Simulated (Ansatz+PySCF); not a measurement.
# singlet ScF₃: levels of theory in one basis

```xyz
4

Sc   -0.0411    0.0284    0.0023
F     1.7847    0.0285   -0.0169
F    -0.9022    1.6266   -0.0077
F    -0.9060   -1.5912   -0.0480
```

Basis set: def2-SVP (spherical functions). Left uncorrelated: 8 orbitals. Charge 0, multiplicity 1.

Computed with Ansatz (development build ahead of 0.2.0); each method stands on the lowest determinant of its kind that the runs found.

| method | E − E(RHF) (eV) | <S²> of the determinant |
| --- | --- | --- |
| RHF | 0.00 | 0.00 |
| RHF-CCSD | -21.50 | – |
| RHF-CCSD(T) | -21.91 | – |

Problem. What does RHF-MP2 give on the same scale?

Solution. -21.22 eV.

Problem. Is a single determinant a sound starting point here?

Solution. By this sign, yes. Unrestricted orbitals gain 0.00 eV and <S²> is 0.00 against 0.00 for a pure state.
